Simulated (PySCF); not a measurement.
C4H5F3O2.
Cartesian coordinates in Å at the PBE0-D3(BJ)/def2-SVP level; atoms count from 1:
```
atom  x, y, z in Å
C1    -1.976   -0.549    0.642
C2    -1.232    0.692    0.209
O3     0.148    0.639    0.599
C4     0.963   -0.048   -0.179
O5     0.684   -0.625   -1.189
C6     2.390    0.000    0.397
F7     3.201   -0.742   -0.335
F8     2.843    1.252    0.403
F9     2.403   -0.455    1.646
H10   -3.044   -0.444    0.402
H11   -1.880   -0.705    1.727
H12   -1.595   -1.437    0.118
H13   -1.282    0.827   -0.882
H14   -1.621    1.593    0.700
```

A calculation gives these core lines: C 1s: 291.38 (area 1), 293.11 (area 1), 295.55 (area 1), 298.75 (area 1) eV; O 1s: 538.69 (area 1), 540.26 (area 1) eV; F 1s: 694.46 eV.

Method used: PySCF, delta-SCF UKS SCAN, pcX-2 on the ionised atom, pcseg-1 elsewhere, spin-free X2C. Geometry: PBE0-D3(BJ)/def2-SVP, one conformer, isolated molecule.

Problem. Assign the C 1s lines to atoms.

Solution. 291.38 eV: C1 (methyl carbon); 293.11 eV: C2 (sp3 carbon bound to oxygen); 295.55 eV: C4 (ester carbonyl carbon); 298.75 eV: C6 (CF3 carbon). The listed C 1s values span 7.37 eV, from C1 (bonded to C and 3 H) to C6 (bonded to 3 F and C). The widest gap between neighbouring values is 3.20 eV, between 295.55 and 298.75 eV. Summing the Pauling electronegativity differences to the bonded atoms, each weighted by its formal bond order, gives -1.05 for the lowest site and +4.29 for the highest; no listed site has a larger sum than the highest.

Problem. Which oxygen gives which O 1s line?

Solution. 538.69 eV: O5 (ester carbonyl oxygen); 540.26 eV: O3 (ester single-bonded oxygen). Lowest listed O 1s: O5, bonded to C (double bond). Highest, 1.57 eV above it: O3, bonded to 2 C. Summing the Pauling electronegativity differences to the bonded atoms, each weighted by its formal bond order, gives -1.78 for the lowest site and -1.78 for the highest; the sum is the same at every site.

Bonded neighbours of each site: C1: C and 3 H; C2: O, C and 2 H; O3: 2 C; C4: O (double bond), O and C; O5: C (double bond); C6: 3 F and C; F7/F8/F9: C.

Problem. What is the longest wavelength that can ionise C 1s of C1 vertically?

Solution. λ = hc/E = 12398.42 eV Å / 291.38 eV = 42.551 Å.

Topologically equivalent atoms share the value of their first member; where this conformer doesn't relate them by symmetry, their own values could differ.

Hardware: one thread, x86-64 server (shared host). Cost: 74 s.
